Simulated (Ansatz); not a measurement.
pyridine (C5H5N), singlet, geometry from GFN2-xTB; CAM-B3LYP/6-311G** in Ansatz (an electronic-structure program).

Ansatz was given this input:
Ansatz 0.2 input:
```yaml
crystal:
  periodic: [false, false, false]
  atoms:
    - {symbol: N, position_ang: [0.00742982, -0.00202824, 1.39890042]}
    - {symbol: C, position_ang: [-0.00729504, 0.00199145, -1.37352275]}
    - {symbol: C, position_ang: [0.00593743, 1.13226510, 0.72050688]}
    - {symbol: C, position_ang: [0.00169873, -1.13434967, 0.71724306]}
    - {symbol: C, position_ang: [-0.00577111, -1.19111707, -0.66858228]}
    - {symbol: C, position_ang: [-0.00131259, 1.19305082, -0.66514919]}
    - {symbol: H, position_ang: [-0.01303551, 0.00355852, -2.45435009]}
    - {symbol: H, position_ang: [0.01080092, 2.03373642, 1.31980399]}
    - {symbol: H, position_ang: [0.00318739, -2.03755505, 1.31394154]}
    - {symbol: H, position_ang: [-0.01026046, -2.14122739, -1.18042206]}
    - {symbol: H, position_ang: [-0.00224565, 2.14464139, -1.17425062]}
basis:
  gaussian:
    orbitals: 6-311G__.json
hamiltonian:
  xc: cam_b3lyp
accuracy: high
```
The basis file holds 6-311G** in the JSON format of the Basis Set Exchange.

What the program printed (banner, timings and long lists left out):

```
Functional definition: CAM-B3LYP
2819 factors; integrals over basis functions are off by at most 2.2e-8 eV
483 factors; integrals over basis functions are off by at most 2.5e-9 eV
mean field evaluation 1: about -6749.3108 eV, gradient 4.4e1 eV
mean field evaluation 2: about -6750.8115 eV, gradient 3.8e1 eV
mean field evaluation 4: about -6753.8129 eV, gradient 2.8e0 eV
mean field evaluation 8: about -6754.0140 eV, gradient 1.3e-1 eV
mean field evaluation 16: about -6754.0141 eV, gradient 7.4e-5 eV
mean field -6754.01407598 eV, -248.2054392570 hartree, gradient 2.6e-8 eV, S^2 0.000000; 0 other end points of the search recorded, 0 dependent functions left out
reference -6754.01409749 eV, -248.2054400477 hartree; 21, 21 occupied and 117, 117 virtual orbitals, 2819 factors
Total energy: -6754.01409749 eV, -248.2054400477 hartree
```
